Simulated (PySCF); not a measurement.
**Computed properties of (2S)-2-methylthietane (C₄H₈S), SMILES C[C@H]1CCS1**

(2S)-2-methylthietane (C4H8S), SMILES C1[C@H](C)SC1. Geometry: B3LYP-D3(BJ)/def2-SVP. The values are those of a single conformer. All values are computed for the isolated molecule unless a solvent is named; none is compared with measurement here.

**Structure.** All 33 harmonic modes at B3LYP-D3(BJ)/def2-SVP (PySCF) are real, so it is a minimum. With heavy atoms numbered as in [CH3:1][C@H:2]1[CH2:3][CH2:4][S:5]1, the shortest bond between them is C1–C2 at 1.514 Å and the longest C2–S5 at 1.869 Å.

**Vibrations.** The strongest infrared lines (harmonic, unscaled, degenerate partners summed) lie at 3060 cm⁻¹ (37 km/mol, H 95 %), 3044 cm⁻¹ (35 km/mol, H 95 %), 3019 cm⁻¹ (22 km/mol, H 97 %). The softest mode is at 110 cm⁻¹ and the zero-point energy is 70.1 kcal/mol.

**Electronic structure.** ωB97X/def2-TZVP (PySCF) places the frontier levels at -8.65 and 2.19 eV, a gap of 10.84 eV, and gives a dipole moment of 2.02 D and a mean polarisability of 64.7 bohr³. PBE/def2-TZVP (PySCF) at the same geometry gives -5.04 and -0.97 eV, so its gap is 6.77 eV narrower. An orbital gap is neither the optical nor the fundamental gap.

**Excitations.** TDA-PBE0/def2-SVPD (PySCF) has S1 at 4.51 eV (275 nm, f = 0.000, dark); the most intense of the 10 singlets computed lies at 6.85 eV (f = 0.06). T1 (TDA) is at 3.99 eV, 0.52 eV under S1. TDA-PBE/def2-SVPD (PySCF) puts S1 at 4.25 eV. No vertical singlet excitation falls in the visible range (under 3.1 eV).

**NMR.** GIAO shifts at B3LYP/pcSseg-1 (PySCF) (non-relativistic, atoms alike by connectivity averaged): ¹³C from 29.9 to 49.4 ppm against TMS; ¹H from 1.6 to 4.2 ppm against TMS.

**Solvation.** SMD-PBE0/6-31G* (PySCF) gives -1.3 kcal/mol in water, -4.3 kcal/mol in dimethylsulfoxide, -4.9 kcal/mol in benzene (1 M in both phases, gas-phase geometry); of these solvents benzene holds the molecule best.
